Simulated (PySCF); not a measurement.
C4H6ClF, SMILES F[C@@H]1CC[C@H]1Cl. Atoms are numbered in the order given.

```xyz
12

F     -2.0172    -0.7509     0.1191
C     -1.0143     0.1739     0.2337
C     -1.0408     1.3784    -0.7251
C      0.5018     1.2490    -0.8333
C      0.3502    -0.2060    -0.3466
Cl     1.5936    -0.8859     0.7503
H     -0.9279     0.4760     1.2906
H     -1.4606     2.3211    -0.3481
H     -1.5449     1.1008    -1.6627
H      1.0236     1.8607    -0.0838
H      0.9712     1.3995    -1.8144
H      0.2205    -0.9108    -1.1795
```
Charge 0, spin multiplicity 1.

Geometry optimised at B3LYP-D3(BJ)/def2-SVP.

Calculation: PBE/def2-TZVP in PySCF.

The molecule is in vacuum.

Computed frontier levels, gap, dipole moment and polarisability:
```yaml
highest_occupied_level: -6.92 eV
lowest_empty_level: -0.58 eV
orbital_gap: 6.34 eV
dipole_moment: 2.35 D
quadrupole, principal values (traceless, Buckingham form, about the centre of nuclear charge): -6.18, 1.16, 5.01 D·Å
mean_static_polarisability: 60.0 bohr³ (8.89 Å³)
polarisability_principal_values: 50.8, 56.1, 72.9 bohr³
```
